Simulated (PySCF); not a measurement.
CH6GeS3, SMILES [SH][Ge]([CH3])([SH])[SH]. Atoms are numbered in the order given.

```xyz
11

C     -2.0706    -0.7146     0.0078
Ge    -0.2257    -0.0752    -0.0076
S      1.0264    -1.7664    -0.8042
S     -0.1780     1.7946    -1.2460
S      0.5702     0.5284     2.0089
H     -2.7189     0.0631     0.4351
H     -2.3929    -0.9404    -1.0194
H     -2.1389    -1.6247     0.6205
H      2.1961    -1.1039    -0.6534
H      1.0762     2.1291    -0.8648
H      0.9275    -0.7347     2.3401
```

The structure is a stationary point at B3LYP-D3(BJ)/def2-SVP. The values are those of a single conformer.

These are PySCF with PBE/pcSseg-1 values and carry that method's errors.

GIAO shieldings, no solvent; atoms listed in one row are averaged. δ = σ(ref) − σ: ¹³C against TMS (σ = 182.0 ppm); ⁷³Ge against GeH4 (σ = 1614.4 ppm); ³³S against H2S (σ = 706.5 ppm); ¹H against TMS (σ = 31.49 ppm), references at their B3LYP-D3(BJ)/def2-TZVP geometries, non-relativistic.

**Question.** Estimate the chemical shifts. (An estimate is asked for; the answer gives what the named calculation found.)

**Answer.** 
```csv
nucleus,atoms,count,δ (ppm)
¹³C,C1,1,15.9
⁷³Ge,Ge2,1,522.3
³³S,S3,1,177.9
³³S,S5,1,152.0
³³S,S4,1,133.2
¹H,H11,1,1.67
¹H,H9,1,1.57
¹H,H10,1,1.47
¹H,"H6, H7, H8",3,1.34
```
